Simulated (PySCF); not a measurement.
SMILES c1c(F)c(ccc1)-c1c(C)ccs1, GFN2-xTB optimised geometry.

```
22

C      0.50    -1.84    -0.06
C      1.30    -0.58     0.00
C      2.72    -0.58     0.00
C      3.26     0.66     0.00
S      2.06     1.89    -0.01
C      0.79     0.69     0.01
C     -0.60     1.14    -0.01
C     -1.00     2.17    -0.86
C     -2.32     2.59    -0.89
C     -3.26     2.00    -0.07
C     -2.89     1.00     0.80
C     -1.57     0.58     0.83
F     -1.22    -0.36     1.73
H      0.33    -2.22     0.95
H     -0.47    -1.66    -0.52
H      1.03    -2.59    -0.63
H      3.30    -1.48     0.00
H      4.29     0.94     0.00
H     -0.27     2.62    -1.50
H     -2.60     3.39    -1.57
H     -4.29     2.33    -0.10
H     -3.60     0.53     1.47
```

Density from CAM-B3LYP/def2-SVP in PySCF at that geometry.

Minimum of the electron density along straight lines between bonded atoms, close to the bond critical point (lines longer than 1.1 times the sum of covalent radii, or with two minima, are not listed):

```
bond     length / Å  ρ at the minimum / e bohr⁻³  ∇²ρ there / e bohr⁻⁵  position (fraction from the first atom)
-------  ----------  ---------------------------  --------------------  ---------------------------------------
C1–C2         1.493                        0.258                     …                                     0.49
C2–C3         1.418                        0.297                 -0.74                                     0.50
C3–C4         1.355                        0.327                 -0.84                                     0.49
C4–S5         1.716                        0.219                 -0.50                                     0.47
C2–C6         1.370                        0.319                 -0.79                                     0.49
S5–C6         1.743                        0.209                 -0.43                                     0.54
C6–C7         1.455                        0.275                     …                                     0.50
C7–C8         1.396                        0.308                 -0.78                                     0.51
C8–C9         1.381                        0.316                 -0.83                                     0.50
C9–C10        1.386                        0.314                 -0.82                                     0.50
C10–C11       1.383                        0.314                 -0.81                                     0.50
C7–C12        1.395                        0.312                 -0.81                                     0.48
C11–C12       1.382                        0.320                 -0.86                                     0.48
C12–F13       1.351                        0.251                     …                                     0.33
C1–H14        1.090                        0.276                 -1.02                                     0.63
C1–H15        1.088                        0.277                 -1.03                                     0.63
C1–H16        1.088                        0.277                 -1.02                                     0.63
C3–H17        1.076                        0.284                 -1.10                                     0.63
C4–H18        1.072                        0.286                 -1.13                                     0.65
C8–H19        1.080                        0.285                 -1.11                                     0.64
C9–H20        1.079                        0.284                 -1.09                                     0.63
C10–H21       1.079                        0.285                 -1.11                                     0.64
C11–H22       1.079                        0.283                 -1.10                                     0.64
```

### Question
Some entries are withheld; supply them.

### Answer

- C1–C2, ∇²ρ there / e bohr⁻⁵: -0.62
- C6–C7, ∇²ρ there / e bohr⁻⁵: -0.68
- C12–F13, ∇²ρ there / e bohr⁻⁵: 0.11
